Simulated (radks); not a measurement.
Ionisation of neutral promethium, [Xe] 4f5 6s2, to [Xe] 4f5 6s1 as the strength of local exchange is varied. Method: Dirac Kohn-Sham, Slater X-alpha exchange (alpha = 2/3 is LDA exchange), no correlation, spin-unpolarised, spherical densities, finite nucleus; open shells fill j = l - 1/2 first; Fermi nuclear charge, rms radius 4.962 fm; computed with a radial shooting solver on a logarithmic mesh with Libxc functionals.

alpha  E(Pm) (hartree)  exchange (hartree)  IE (eV)  -e of the level emptied (eV)  <r> of it (bohr)
0.667      -10013.6430           -216.5894    5.229                 2.881 (6s1/2)             4.450
0.805      -10058.5593           -262.6184    5.860                 3.454 (6s1/2)             4.285
0.843      -10070.9640           -275.3634    6.043                 3.622 (6s1/2)             4.240
0.975      -10114.1757           -319.8717    6.706                 4.240 (6s1/2)             4.091
0.99       -10119.0980           -324.9526    6.784                 4.313 (6s1/2)             4.075
1.01       -10125.6648           -331.7346    6.889                 4.411 (6s1/2)             4.053

NIST Atomic Spectra Database: 5.582 eV (measured). The Delta-SCF value meets it near alpha = 0.74. Spin polarisation and multiplet splitting are left out, so open shells lie too high by an amount that depends on their filling.

Beside tabulated values, note that spin-unpolarised runs miss the spin-polarisation part of the exchange energy of open shells.
